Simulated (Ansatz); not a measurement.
Consider the formal hydrolysis of a C–N bond: `CN[CH2][GeH3]` + H₂O → `O[CH2][GeH3]` + CH₃NH₂.

Computed with Ansatz on PBE0-D4/def2-TZVP structures; ΔE is electronic, products minus reactants. CCSD(T)/CBS is the MP2 limit (def2-TZVPP, def2-QZVPP) plus CCSD(T) − MP2 in def2-TZVPP, frozen cores. This one scheme is used for every species. For Ge outer-core shells are correlated without core-valence functions, which leaves a few kJ/mol of doubt a bond. Scalar relativity is left out up to krypton. Each species was taken in one conformer, which may not be the lowest.

| species | HF/def2-TZVPP energy (Eh) |
| --- | --- |
| `CN[CH2][GeH3]` | -2210.81651 |
| H₂O | -76.06237 |
| `O[CH2][GeH3]` | -2191.61330 |
| CH₃NH₂ | -95.25712 |

Problem. Work out ΔE.

Solution. ΔE = (-2191.61330) + (-95.25712) − (-2210.81651) − (-76.06237) = 0.00846 Eh = +22.2 kJ/mol. CCSD(T)/CBS gives +40.2 kJ/mol.

Largest T1 diagnostic among the species: 0.011.

In def2-TZVPP, CCSD(T) changes the Hartree–Fock value by +15.4 kJ/mol (the triples alone add +2.0 kJ/mol) and MP2 by +21.4 kJ/mol. The D4 term adds +7.0 kJ/mol with B3LYP and +4.0 kJ/mol with PBE0; it sums over pairs of atoms, weighted by their polarisabilities, and B3LYP, whose exchange is more repulsive, gets the larger term.

B3LYP here is the variant with VWN-RPA as its local correlation; programs differ in this.
